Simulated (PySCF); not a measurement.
## CaAl: one state, many levels of theory

State: ²Π (doublet), unpaired electrons π ↑. Set-up: PySCF, no relativity, basis sets Ca aug-pcseg-1, Al aug-pcseg-1. De refers to Ca + Al in their high-spin ground configurations, without counterpoise correction. The functionals are run spin-unrestricted. A positive dipole means Ca(−)Al(+). Levels whose curve was spin-contaminated or gave no clean fit are not listed.

| Level | Re (Å) | ωe (cm⁻¹) | De (eV) | μ (D) |
| --- | --- | --- | --- | --- |
| ROHF-MP2 | 3.287 | 152 | 0.356 | n/a |
| ROHF-SCS-MP2 | 3.327 | 138 | 0.281 | n/a |
| ROHF-CCSD | 3.313 | 147 | 0.313 | n/a |
| ROHF-CCSD(T) | 3.266 | 164 | 0.406 | n/a |
| M06-L | 3.138 | 195 | 0.73 | -2.32 |

The bond length runs from 3.138 Å (M06-L) to 3.327 Å (ROHF-SCS-MP2). De spans 0.28 eV (ROHF-SCS-MP2, perturbation theory) to 0.73 eV (M06-L, meta-GGA).

Correlated steps freeze 10 core orbitals. The bond is weak. Basis-set superposition, not corrected here, can be much of De in a small basis, most of all at correlated wavefunction levels. Functionals without a dispersion term scatter widely for such bonds, and LDA overbinds them. The state is the lowest determinant that a PBE0 search found; another state may lie lower at other levels.
